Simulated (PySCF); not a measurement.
Radial density of Tc⁺ (technetium, charge +1)

CAM-B3LYP, [Kr] 4d4 5s1 5p1, one real determinant (an excited configuration). Calculation: PySCF 2.14, in aug-cc-pwCVDZ-PP with ECP28MDF (6s6p5d3f, 70 functions); scalar relativity through the core potential. This is the valence pseudo-density: the core potential removes the inner electrons and smooths the orbitals near the nucleus.

```csv
r (bohr),4πr²ρ (e/bohr),4πr²(ρα − ρβ)
0.0234,1.048e-05,0.0000
0.0393,2.758e-05,0.0000
0.0661,7.391e-05,0.0000
0.111,0.0003242,0.0000
0.187,0.003480,0.0009
0.315,0.07500,0.0213
0.529,1.934,0.3794
0.891,11.16,2.2608
1.50,6.851,2.6908
2.52,1.572,1.4188
4.24,0.3910,0.3906
7.13,0.01114,0.0111
12.0,5.163e-05,0.0001
```

⟨L²⟩ = 8.01 against 12 for a pure F term, so this real determinant mixes terms. Energies and moments cover only the electrons outside the core potential.
